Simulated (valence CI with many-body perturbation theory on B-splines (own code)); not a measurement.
Values are calculated unless marked as measured or tabulated.
**V⁹⁺: what each term of the Hamiltonian does**

Level of theory: relativistic CI+MBPT: four valence electrons over a frozen Dirac-Fock core [Ne], radial functions for each j: 11 s, 11 p, 9 d, 7 f, 5 g, 2 h, 1 i, with the one-electron correlation potential Σ1, the two-electron term Σ2, the three-electron term Σ3, Breit, model QED; selected CI, second order for the rest, scaled by the run's own slope (own B-spline code, finite nucleus).

No measured spectrum was set against this ion. As an estimate, levels of excited configurations hold to 0.05 to 0.15 % of their energy, terms of the ground configuration to about 0.5 %.

Each rung adds one term. CI alone is the Dirac-Coulomb CI over the frozen core; QED comes last and gives the full result, which names the levels. Energies are above 3s²3p² ³P_0 on the same rung, in eV.

Names give the largest LS component (configuration and term), which can be under half, so a name can repeat, a term be missing and a line seem to break the LS rules; names also repeat where a configuration has a term twice. Letters in brackets count levels of one name in rising energy.

```tsv
Level	CI alone	+ Σ1	+ Σ2	+ Σ3	+ Breit	Full
3s²3p² ³P_1	0.528	0.533	0.536	0.536	0.517	0.519
3s²3p² ³P_2	1.193	1.203	1.207	1.207	1.167	1.170
3s²3p² ¹D_2	4.099	4.114	4.090	4.080	4.039	4.042
3s²3p² ¹S_0	8.526	8.545	8.487	8.460	8.424	8.426
3s3p³ ⁵S°_2	19.916	19.870	20.029	20.057	20.037	19.999
3s3p³ ³D°_1	27.414	27.377	27.435	27.452	27.431	27.397
3s3p³ ³D°_2	27.428	27.392	27.449	27.466	27.443	27.409
3s3p³ ³D°_3	27.567	27.533	27.590	27.608	27.570	27.536
3s3p³ ³P°_0	31.588	31.559	31.552	31.553	31.529	31.495
3s3p³ ³P°_1	31.620	31.591	31.584	31.586	31.555	31.521
3s3p³ ³P°_2	31.644	31.615	31.610	31.612	31.578	31.544
3s3p³ ¹D°_2	34.866	34.839	34.773	34.788	34.732	34.710
3s3p³ ³S°_1	41.313	41.289	40.773	40.760	40.745	40.705
3s²3p3d ³F°_2	42.150	42.120	42.053	42.024	41.961	41.961
3s3p³ ¹P°_1	42.864	42.852	42.467	42.447	42.403	42.369
3s²3p3d ³F°_3	42.586	42.561	42.495	42.466	42.383	42.385
3s²3p3d ³F°_4	43.206	43.189	43.125	43.096	42.987	42.991
3s²3p3d ³P°_2 [a]	48.378	48.355	47.960	47.903	47.845	47.836
3s²3p3d ³P°_1	48.977	48.957	48.620	48.560	48.487	48.485
3s²3p3d ³P°_2 [b]	49.215	49.199	48.780	48.724	48.643	48.634
3s²3p3d ³P°_0	49.254	49.236	48.915	48.856	48.777	48.776
3s²3p3d ³D°_1	50.073	50.050	49.631	49.567	49.493	49.490
3s²3p3d ³D°_2	50.277	50.256	49.835	49.771	49.686	49.684
3s²3p3d ³D°_3	50.350	50.331	49.901	49.836	49.743	49.741
3s²3p3d ¹F°_3	55.187	55.175	54.770	54.669	54.574	54.577
3s²3p3d ¹P°_1	56.541	56.533	56.142	56.029	55.947	55.945
3p⁴ ³P_2	58.584	58.506	58.462	58.489	58.466	58.402
3p⁴ ³P_1	59.352	59.280	59.245	59.272	59.224	59.163
3p⁴ ³P_0	59.589	59.518	59.482	59.509	59.457	59.396
3p⁴ ¹D_2	60.530	60.461	60.429	60.459	60.415	60.351
3s3p²3d ⁵F_1	61.625	61.541	61.617	61.616	61.571	61.532
```

Problem. How does the ionisation energy move along the ladder, and which term matters most?

Solution. CI alone 229.30, + Σ1 229.85, + Σ2 229.70, + Σ3 229.61, + Breit 229.54, + QED 229.55 eV. The largest step is Σ1, 0.56 eV. NIST lists 230.5 ± 0.5 eV (semi-empirical).
